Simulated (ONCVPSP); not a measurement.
**What one change does to a pseudopotential (lithium, ONCV)**

- Element: lithium
- Generator: ONCVPSP 4.0.1
- Type: optimised norm-conserving Vanderbilt (ONCV)
- Functional: PBE
- Relativity: scalar-relativistic
- Frozen core: [He]
- Valence charge: 1
- Reference configuration: 2s1
- Partial waves: 2s: rc 2.75 bohr, ncon 5, nbas 10, qcut 2.7 1/bohr, 2 projectors, debl 3 Ha; p scattering state at 0.03 Ha: rc 2.60 bohr, ncon 4, nbas 7, qcut 2.9 1/bohr, 2 projectors, debl 3 Ha
- Local potential: polynomial inside 1.70 bohr (lpopt 5, dvloc0 0 Ha)
- Core correction: Teter function, fcfact 1.5, rcfact 1.15

In the p channel the program set the typed energies aside and used 0.050, 3.050 Ha.

Change: all radii but the core radius scaled by about 1.08 (s 2.98, p 2.82 bohr); local potential polynomial inside 1.84 bohr (lpopt 5, dvloc0 0 Ha).

Cutoffs: the cutoffs (Ha) at which the residual kinetic energy of the hardest occupied pseudo-wave falls to 1 and 0.1 mHa per electron; they do not see the model core or the augmentation charge, which bear on the density cutoff. Errors are all-electron minus pseudo energies relative to the spin-unpolarised reference configuration.

Question: How do hardness, ghosts and transferability respond?

Answer: The potential gets neither clearly harder nor softer (2.1 Ha and 3.4 Ha → 2.0 Ha and 3.1 Ha); a bound ghost appears in p, which as a rule spoils a file; the lowest positive-energy flag moves from none to s at 24.2 eV.

```csv
quantity,base,changed
"cutoff, loose",2.1 Ha,2.0 Ha
"cutoff, tight",3.4 Ha,3.1 Ha
bound ghosts,none,p
GHOST(+) flags under 300 eV,none,"s at 24.2 eV, s at 27.9 eV"
tests with a reliable result,1 of 2,1 of 2
"error for 2s0.5, meV [ΔE 2.05 eV]",+4.2,+4.1
"rms error of d²Exc/dni dnj with the model core, mHa",2.91,2.90
```

Base: The cutoffs count occupied waves only; projector 2 of the s channel, the hardest unoccupied one, needs 44 Ha at the loose tolerance. Changed file: The cutoffs count occupied waves only; projector 2 of the s channel, the hardest unoccupied one, needs 38 Ha at the loose tolerance. A true bound ghost makes a file unfit for plane-wave use even where its test errors are small: the radial tests pick states by their node count and pass the ghost by.
